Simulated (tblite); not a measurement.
Compound: C4H5ClFSi (doublet state).
SMILES: `FC1=C(Cl)C[SiH]C1`

Computed with GFN2-xTB (tblite): harmonic, unscaled wavenumbers at the GFN2-xTB geometry, gas phase. This tight-binding method is rough: wavenumbers can miss measured ones by several per cent, in bad cases by 10 to 20. Modes of hydrogen on silicon can be 10 to 20 % off. Open shells enter through the occupations alone, without spin polarisation, and single modes of such species can be off by tens of per cent.

Harmonic wavenumbers (cm⁻¹): 61.5, 147.9, 192.5, 300.6, 315.1, 377.7, 456.7, 481.7, 489.7, 551.4, 655.6, 737.7, 741.9, 770.4, 774.8, 937.4, 1072.6, 1087.7, 1108.4, 1151.8, 1202.7, 1230.6, 1451.9, 1456.8, 1721.0, 2230.9, 2954.6, 2957.3, 2984.6, 2988.3.

A = 2859, B = 1396, C = 953.8 MHz; mass 134.983 u (most abundant isotopes); point group C1, symmetry number 1; spin multiplicity 2.

Problem. Zero-point energy?

Solution. ½Σν̃ = 16796 cm⁻¹ = 200.92 kJ/mol.

Problem. Entropy at 400 K, 1 bar (ideal gas, RRHO, classical rotation)?

Solution. Translation 176.14, rotation 124.27, vibration 104.29, spin (R ln 2) 5.76: S = 410.5 J/(mol K).

Problem. And Cp and H(400 K) − H(0)?

Solution. Cp = 150.66 J/(mol K), of which vibrations give 117.40 (their classical limit is 30 R = 249.4); H(400 K) − H(0) = 36.51 kJ/mol without the zero-point energy, 23.21 from vibrations.

Problem. What must be added to the electronic energy to get the Gibbs energy at 400 K and 1 bar?

Solution. ZPE + [H(400 K) − H(0)] − T·S = 200.92 + 36.51 − 164.19 = 73.24 kJ/mol.

Problem. Blend soft modes into free rotors: weight 1/[1 + (100 cm⁻¹/ν̃)⁴] for the oscillator and the rest for a rotor with moment μB/(μ + B), μ = h/(8π²ν), B = 10⁻⁴⁴ kg m². What vibrational entropy results?

Solution. 98.91 J/(mol K) in place of 104.29, which changes −T·S at 400 K by +2.15 kJ/mol.

Problem. Which modes carry the vibrational entropy at 400 K?

Solution. 61.5 cm⁻¹: 20.87; 147.9 cm⁻¹: 13.66; 192.5 cm⁻¹: 11.53; 300.6 cm⁻¹: 8.06; 315.1 cm⁻¹: 7.70; 377.7 cm⁻¹: 6.38 J/(mol K); the other 24 give 36.08 together.

Hindered rotation and anharmonicity are outside this model. The structure is chiral; the term R ln 2 for an equal mix with its mirror image is left out.
